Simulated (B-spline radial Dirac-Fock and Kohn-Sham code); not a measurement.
W⁵⁺: non-radiative channels of the L1 vacancy

System: tungsten as W⁵⁺, configuration [Xe] 4f14 5d1, inside a Watson sphere of charge -5 and radius 2.7 Å (a model of the Madelung potential; inside it an electron's potential energy is raised by 26.7 eV).

Input file task.json (cfg lists n, l and occupation; rrms is the nuclear radius in fm):

```json
{"items": [{
  "Z": 74,
  "q": 5,
  "cfg": [[1, 0, 2], [2, 0, 2], [2, 1, 6], [3, 0, 2], [3, 1, 6], [3, 2, 10], [4, 0, 2], [4, 1, 6], [4, 2, 10], [4, 3, 14], [5, 0, 2], [5, 1, 6], [5, 2, 1]],
  "A": 184,
  "rrms": 5.3658,
  "watson": [-5, 2.7],
  "do": ["binding", "quiet", "decay"],
  "holes": ["K", "L1", "L2", "L3", "M1", "M2", "M3", "M4", "M5", "N1", "N2", "N3", "N4", "N5", "N6", "N7"]
}]}
```

Launch: `python xray_run.py task.json out`

Method: independent-particle rates on relativistic LDA orbitals of the hole state (multipoles up to L = 3, Coulomb Auger matrix elements, transition energies from Dirac-Fock). Computed with a B-spline atomic structure program. Kinetic energies are configuration averages from the vacuum level; the two-hole energies are estimated from single-hole states.

| transition | kinetic energy (eV) | width (meV) | share (%) |
| --- | --- | --- | --- |
| L1-L2N3 | 50.18 | 208 | 4.3 |
| L1-L2N4 | 222.3 | 65.6 | 1.4 |
| L1-L2N5 | 234.7 | 87.8 | 1.8 |
| L1-L2O1 | 417.1 | 47.2 | 1.0 |
| L1-L2N6 | 456.4 | 176 | 3.6 |
| L1-L2N7 | 458.8 | 232 | 4.8 |
| L1-L3N1 | 1215.3 | 253 | 5.2 |
| L1-L3N2 | 1318.0 | 106 | 2.2 |
| L1-L3N3 | 1388.8 | 158 | 3.3 |
| L1-L3N4 | 1559.1 | 360 | 7.4 |
| L1-L3N5 | 1572.9 | 445 | 9.2 |
| L1-L3O1 | 1754.6 | 45.3 | 0.9 |
| L1-L3N6 | 1793.7 | 286 | 5.9 |
| L1-L3N7 | 1796.1 | 357 | 7.4 |
| L1-M1M1 | 6343.8 | 60.4 | 1.2 |
| L1-M1M2 | 6603.4 | 124 | 2.6 |
| L1-M1M3 | 6899.1 | 209 | 4.3 |
| L1-M1M4 | 7299.8 | 166 | 3.4 |
| L1-M1M5 | 7363.0 | 219 | 4.5 |
| L1-M2M5 | 7607.1 | 72.0 | 1.5 |
| L1-M4M5 | 8308.4 | 316 | 6.5 |
| L1-M5M5 | 8373.1 | 85.7 | 1.8 |
| L1-M1N3 | 8772.6 | 47.3 | 1.0 |
| L1-M4N5 | 9909.7 | 43.9 | 0.9 |

Coster-Kronig rates are the weakest part of this model and often come out 1.5 to 2.5 times too large. The listed channels hold 86 % of the non-radiative rate. Summed by principal shells, of 4.84 eV in all: LLN 56.5 %, LMM 27.3 %, LMN 10.0 %, LLO 4.2 %, LMO 0.9 %, LNN 0.9 %.
